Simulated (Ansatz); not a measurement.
A run on `C[C]1=[N][AlH]1` with other settings.

```yaml
crystal:
  periodic: [false, false, false]
  atoms:
    - {symbol: C, position_ang: [-0.109220, 1.286414, -0.280835]}
    - {symbol: C, position_ang: [0.092354, -0.163932, -0.040795]}
    - {symbol: N, position_ang: [0.916940, -0.966157, -0.625658]}
    - {symbol: Al, position_ang: [-0.053369, -1.877229, 0.629445]}
    - {symbol: H, position_ang: [0.080298, 1.847088, 0.638148]}
    - {symbol: H, position_ang: [0.559984, 1.636119, -1.072282]}
    - {symbol: H, position_ang: [-1.147765, 1.478833, -0.561886]}
    - {symbol: H, position_ang: [-0.247023, -3.298238, 1.258064]}
basis:
  gaussian: {orbitals: x2c-TZVPPall}
hamiltonian: {xc: {name: rPW86-PBE}}
```

```sh
$ ansatz run in.yaml --threads 2 --pin off --events-out ev --progress --plain --max-ram 4352MiB
```

Shortened log:

```
Functional definition: rPW86-PBE
1018 factors; their error is unknown
mean field evaluation 1: about -10237.2631 eV, gradient 8.5e1 eV
mean field evaluation 2: about -10077.0788 eV, gradient 2.1e2 eV
mean field evaluation 4: about -10250.3771 eV, gradient 4.6e1 eV
mean field evaluation 8: about -10255.1511 eV, gradient 2.9e-1 eV
mean field evaluation 16: about -10255.1300 eV, gradient 7.4e-4 eV
mean field -10255.12998641 eV, -376.8690758239 hartree, gradient 2.3e-5 eV, S^2 0.000000; 0 other end points of the search recorded, 0 dependent functions left out
reference -10255.13010005 eV, -376.8690800000 hartree; 18, 18 occupied and 173, 173 virtual orbitals, 1018 factors
Total energy: -10255.13010005 eV, -376.8690800000 hartree
Relativity: scalar
```

It took 4.3 s on 2 threads of an Arm Neoverse V2 on a shared host, with 0.36 GiB of host memory at the peak.
